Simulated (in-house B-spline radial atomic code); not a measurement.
Results of a calculation; reference values are marked as such.
**Mean free path of electrons in Si from the free-electron model**

The electrons form a uniform gas at zero temperature with Lindhard's dielectric function (RPA). An added electron of energy E, from the band bottom, collides once per mean free path λ, with 1/λ = (1/πE) ∫dω ∫dq/q Im(−1/ε(q, ω)), in atomic (or effective) units, with ω up to E − E_F and q between √(2E) ∓ √(2(E − ω)); electron-hole pairs and the plasmon pole are integrated apart. No exchange between the two electrons.

Si: 4 valence electrons per atom, density 2.33 g/cm³, mass 28.09 u, so r_s = 2.01 bohr. Core levels, phonons and band structure are left out; the gap, which matters within some eV of the band edges, is ignored too.

(1) Find E_F, the plasma energy, the screening length and the long-wave dispersion of the plasmon.

```csv
E − E_F (eV),λ (nm),share of plasmon losses,lifetime (fs),stopping (eV/nm)
1.24,72.7,0.00,33.2,0.0113
4.34,8.24,0.00,3.4,0.343
9.3,2.71,0.00,0.982,2.2
16.1,1.29,0.00,0.408,8.09
24.8,0.567,0.24,0.157,31.4
39.7,0.334,0.42,0.0779,64.8
74.4,0.38,0.52,0.0687,62.1
174,0.607,0.60,0.075,41.7
434,1.17,0.67,0.093,22.8
1240,2.68,0.72,0.128,10.3
```

(2) Where is λ shortest, and how does it grow on either side?

(3) Photoelectrons 434 eV above E_F leave through 1.5 nm of this material at 0° from the normal. What share escapes without loss, and what depth gives 95 % of a bulk signal? Ignore elastic scattering.

Answers

(1) k_F = 1.91916/2.01 = 0.9548, E_F = k_F²/2 = 12.40 eV. ω_p = √(3/r_s³) = 0.6078 hartree = 16.54 eV. The Thomas-Fermi length is √(π/4k_F) = 0.907 bohr = 0.0480 nm. For small q, ω = ω_p + α q² with α = (3/5) E_F/ω_p = 0.4500; at q = 0.279 this gives 17.49 eV, and the zero of ε lies at 17.52 eV. The plasmon meets the pair continuum ω = q k_F + q²/2 at q_c = 0.6974 = 0.73 k_F, 24.7 eV.

(2) The least value in the table is 0.334 nm at 39.7 eV, 2.4 times the plasma energy. Between the last two rows it grows as (E − E_F)^0.79, near Bethe's E/ln E, and between the first two as (E − E_F)^-1.74, where the Pauli principle blocks most collisions.

(3) exp(−d/(λ cos θ)) = exp(−1.5/(1.17 × 1.000)) = 0.277. 95 % comes from within 3λ cos θ = 3.51 nm. The mean loss per collision is λ × stopping = 26.7 eV. Core excitations, left out, would shorten λ a little at this energy.
